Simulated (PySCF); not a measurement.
PySCF input (M06-L/def2-TZVPD):

```python
from pyscf import gto, scf, dft

mol = gto.M(
    atom='''
    Te   -0.00000000   -0.00000000   -0.57649326
    Cl    0.00000000    0.00000000    1.76339116
    ''',
    basis='def2-tzvpd',
    ecp='def2-tzvp',
    charge=0,
    spin=1,
    symmetry='C2v',
    verbose=4,
)

mf = dft.UKS(mol, xc='m06l').density_fit(auxbasis='def2-universal-jkfit')
mf.grids.level = 4
mf.conv_tol = 1e-9
mf.max_cycle = 100
mf.max_memory = 1500
mf.kernel()
if not mf.converged:
    mf = mf.newton()
    mf.kernel(mf.make_rdm1())
mf.analyze()
```

End of the output:

```
Extra cycle  E= -728.397870196634  delta_E= 1.41e-10  |g|= 1.66e-05  |ddm|= 2.79e-05
converged SCF energy = -728.397870196634  <S^2> = 0.75326017  2S+1 = 2.0032575
**** SCF Summaries ****
Total Energy =                        -728.397870196633789
Nuclear Repulsion Energy =              92.271353324092829
One-electron Energy =                -1286.401155456719607
Two-electron Energy =                  465.731931935992975
Two-electron Coulomb Energy =          514.943646183233568
DFT Exchange-Correlation Energy =      -49.211714247240579
HOMO-LUMO gap [eV] =                     0.259863974084358
Wave-function symmetry = B2
alpha occupancy for each irrep:     A1   A2   B1   B2
                                    10    1    5    5
beta  occupancy for each irrep:     A1   A2   B1   B2
                                    10    1    5    4
**** MO energy ****
alpha MO #1 (A1 #1), energy= -101.188246492966 occ= 1
alpha MO #2 (A1 #2), energy= -9.41694972116069 occ= 1
alpha MO #3 (A1 #3), energy= -7.12441622108149 occ= 1
alpha MO #4 (B2 #1), energy= -7.11837367718589 occ= 1
alpha MO #5 (B1 #1), energy= -7.11542932073935 occ= 1
alpha MO #6 (A1 #4), energy= -6.21769452926046 occ= 1
alpha MO #7 (A1 #5), energy= -4.36978824140182 occ= 1
alpha MO #8 (B2 #2), energy= -4.36416575842664 occ= 1
alpha MO #9 (B1 #2), energy= -4.34861175901996 occ= 1
alpha MO #10 (B2 #3), energy= -1.59173588705046 occ= 1
alpha MO #11 (A1 #6), energy= -1.59146481893455 occ= 1
alpha MO #12 (B1 #3), energy= -1.57830114618387 occ= 1
alpha MO #13 (A2 #1), energy= -1.57486717987729 occ= 1
alpha MO #14 (A1 #7), energy= -1.57130798428682 occ= 1
alpha MO #15 (A1 #8), energy= -0.800944815963177 occ= 1
alpha MO #16 (A1 #9), energy= -0.585385319080814 occ= 1
alpha MO #17 (A1 #10), energy= -0.370059689796207 occ= 1
alpha MO #18 (B2 #4), energy= -0.330308888600983 occ= 1
alpha MO #19 (B1 #4), energy= -0.318980002290174 occ= 1
alpha MO #20 (B2 #5), energy= -0.236740746873647 occ= 1
alpha MO #21 (B1 #5), energy= -0.2054675693906 occ= 1
alpha MO #22 (A1 #11), energy= -0.115228249494081 occ= 0
alpha MO #23 (B2 #6), energy= 0.0147120466042114 occ= 0
alpha MO #24 (A1 #12), energy= 0.0172532101711552 occ= 0
alpha MO #25 (A1 #13), energy= 0.0201554017740186 occ= 0
alpha MO #26 (B1 #6), energy= 0.0266749567523004 occ= 0
alpha MO #27 (A1 #14), energy= 0.0522234653818547 occ= 0
alpha MO #28 (B2 #7), energy= 0.0687092132936336 occ= 0
alpha MO #29 (B1 #7), energy= 0.0741852442466557 occ= 0
alpha MO #30 (A1 #15), energy= 0.0767310054535499 occ= 0
alpha MO #31 (A2 #2), energy= 0.0768470155077967 occ= 0
alpha MO #32 (B2 #8), energy= 0.104107318565261 occ= 0
alpha MO #33 (B1 #8), energy= 0.111820340930094 occ= 0
alpha MO #34 (A1 #16), energy= 0.148719150199689 occ= 0
alpha MO #35 (A1 #17), energy= 0.173015219163222 occ= 0
alpha MO #36 (A1 #18), energy= 0.204047849609173 occ= 0
alpha MO #37 (A2 #3), energy= 0.20427504422752 occ= 0
alpha MO #38 (B2 #9), energy= 0.228639451097917 occ= 0
alpha MO #39 (B2 #10), energy= 0.229462313208026 occ= 0
alpha MO #40 (B1 #9), energy= 0.231030211751881 occ= 0
alpha MO #41 (A1 #19), energy= 0.231341341427556 occ= 0
alpha MO #42 (B1 #10), energy= 0.239305831061073 occ= 0
alpha MO #43 (A1 #20), energy= 0.293757281635664 occ= 0
alpha MO #44 (A2 #4), energy= 0.304494092619541 occ= 0
alpha MO #45 (A1 #21), energy= 0.326713054768772 occ= 0
alpha MO #46 (B2 #11), energy= 0.356595739408403 occ= 0
alpha MO #47 (B1 #11), energy= 0.372810669919017 occ= 0
alpha MO #48 (A1 #22), energy= 0.381431976052606 occ= 0
alpha MO #49 (A1 #23), energy= 0.48566597003475 occ= 0
alpha MO #50 (B2 #12), energy= 0.497161004258702 occ= 0
alpha MO #51 (B1 #12), energy= 0.505039168535129 occ= 0
alpha MO #52 (A1 #24), energy= 0.558431608699219 occ= 0
alpha MO #53 (A2 #5), energy= 0.588312977579267 occ= 0
alpha MO #54 (A1 #25), energy= 0.588494097923269 occ= 0
alpha MO #55 (B2 #13), energy= 0.600692480100005 occ= 0
alpha MO #56 (B1 #13), energy= 0.60775528007643 occ= 0
alpha MO #57 (A1 #26), energy= 0.740201615215207 occ= 0
alpha MO #58 (B1 #14), energy= 0.776213523994638 occ= 0
alpha MO #59 (B2 #14), energy= 0.776273660022546 occ= 0
alpha MO #60 (A2 #6), energy= 0.786140551178632 occ= 0
alpha MO #61 (A1 #27), energy= 0.786193221112519 occ= 0
alpha MO #62 (B2 #15), energy= 0.85927991610156 occ= 0
alpha MO #63 (B1 #15), energy= 0.882156004243942 occ= 0
alpha MO #64 (A1 #28), energy= 0.931914835978607 occ= 0
alpha MO #65 (A1 #29), energy= 1.02584999716533 occ= 0
alpha MO #66 (B2 #16), energy= 1.02747927367501 occ= 0
alpha MO #67 (B1 #16), energy= 1.05749093606816 occ= 0
alpha MO #68 (A1 #30), energy= 1.37255050986024 occ= 0
alpha MO #69 (A2 #7), energy= 1.40331918504434 occ= 0
alpha MO #70 (A1 #31), energy= 1.40677372897836 occ= 0
alpha MO #71 (B2 #17), energy= 1.43121535844408 occ= 0
alpha MO #72 (B1 #17), energy= 1.45466857592448 occ= 0
alpha MO #73 (A1 #32), energy= 1.46537736207235 occ= 0
alpha MO #74 (A1 #33), energy= 1.95147142741994 occ= 0
alpha MO #75 (A2 #8), energy= 1.95157335935679 occ= 0
alpha MO #76 (B2 #18), energy= 2.01384294632331 occ= 0
alpha MO #77 (B1 #18), energy= 2.01995463454166 occ= 0
alpha MO #78 (A1 #34), energy= 2.02502127091012 occ= 0
alpha MO #79 (A2 #9), energy= 2.10046796669421 occ= 0
alpha MO #80 (A1 #35), energy= 2.10064142584942 occ= 0
alpha MO #81 (B2 #19), energy= 2.10593731357289 occ= 0
alpha MO #82 (B1 #19), energy= 2.10594309041072 occ= 0
alpha MO #83 (B2 #20), energy= 2.17764205836386 occ= 0
alpha MO #84 (B1 #20), energy= 2.18591554465104 occ= 0
alpha MO #85 (B2 #21), energy= 2.40101690975089 occ= 0
alpha MO #86 (B1 #21), energy= 2.40926985780508 occ= 0
alpha MO #87 (A1 #36), energy= 2.47981254892387 occ= 0
alpha MO #88 (A1 #37), energy= 2.58710352894869 occ= 0
alpha MO #89 (B1 #22), energy= 2.7841662463052 occ= 0
alpha MO #90 (B2 #22), energy= 2.78421174847714 occ= 0
alpha MO #91 (A2 #10), energy= 2.79350914719226 occ= 0
alpha MO #92 (A1 #38), energy= 2.79359975589533 occ= 0
alpha MO #93 (B2 #23), energy= 2.91943965992143 occ= 0
alpha MO #94 (B1 #23), energy= 2.93509202269678 occ= 0
alpha MO #95 (A1 #39), energy= 3.25511154791047 occ= 0
alpha MO #96 (A1 #40), energy= 3.8772997299538 occ= 0
alpha MO #97 (B2 #24), energy= 10.8549522501947 occ= 0
alpha MO #98 (B1 #24), energy= 10.8593880608406 occ= 0
alpha MO #99 (A1 #41), energy= 11.0767481512419 occ= 0
alpha MO #100 (A1 #42), energy= 25.0690198687171 occ= 0
alpha MO #101 (B2 #25), energy= 38.9133236866314 occ= 0
alpha MO #102 (B1 #25), energy= 38.9226666487006 occ= 0
[...]
```
